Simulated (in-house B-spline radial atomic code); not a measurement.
## RPA and G0W0 on PBEsol: In⁺

Configuration [Kr] 4d10 5s2, mean-field start PBEsol. Computed with a B-spline radial code for spherical atoms: all electrons, non-relativistic, point nucleus, each spin shell either full or empty, empty states to l = 9 with an (l + 1/2)⁻⁴ tail; G0W0 by contour deformation at full frequency.

Without relativity these are model numbers: it shifts the levels of so heavy an element strongly and can reorder them.

Command:
```bash
python run_gw.py task.json out
```
Settings (radii: box in bohr, nucleus in fm):
```
Z                        49
electrons                48
configuration            [Kr] 4d10 5s2
hamiltonian              nr
method                   pbesol
lmax                     9
spin_polarised           False
box_radius               23.78
intervals                55
ion_configuration        [Kr] 4d10 5s1
```

Time taken, with all properties: 4.2 s on 1 thread of AMD EPYC 7R13 Processor, with other jobs on the host.

Energies (hartree):

```tsv
term	value
mean-field total	-5739.37991
Hartree-Fock functional on these orbitals	-5739.93642
direct second order	-4.3347
second-order exchange	1.1913
SOSEX correction	1.0864
```

(1) What is the RPA correlation energy, and what remains with SOSEX?

Quasi-particle levels (eV):

| level | occupied | mean field | Σx - vxc | Σc | QP weight | G0W0 |
| --- | --- | --- | --- | --- | --- | --- |
| 5s | yes | -14.285 | -2.21 | ? | ? | ? |
| 5p | no | -8.465 | 3.98 | -1.37 | 0.922 | -5.853 |

G0W0 = mean field + (Σx - vxc) + Σc, with Σc (partial-wave tail included) taken at the quasi-particle energy. Only the outer levels were computed. Levels of low weight are left out.

(2) Where does G0W0 put 5s?

(3) What does it cost to remove one electron (to [Kr] 4d10 5s1) by differences of total energies, each species on its own start (correlation terms add to the Hartree-Fock functional)?

Results:

(1) RPA gives -3.7204 hartree (-2.11 eV per electron); RPA + SOSEX gives -2.634, and the second-order doubles -3.1434 hartree (no singles). RPA lacks exchange-type terms and so overcorrelates at short range.

(2) At -18.332 eV, with Σc = -1.83 eV and a quasi-particle weight of 0.911. The tabulated removal energy is 18.870 eV (NIST, measured); the calculation leaves out relativity, Breit and QED terms, and what these don't explain is the method's own error.

(3) PBEsol 18.110 eV, Hartree-Fock functional 16.170 eV, + RPA 18.454 eV, + RPA + SOSEX 17.917 eV, + second order 19.533 eV. Tabulated: 18.870 eV (NIST, measured); the calculation leaves out relativity, Breit and QED terms, and what these don't explain is the method's own error.
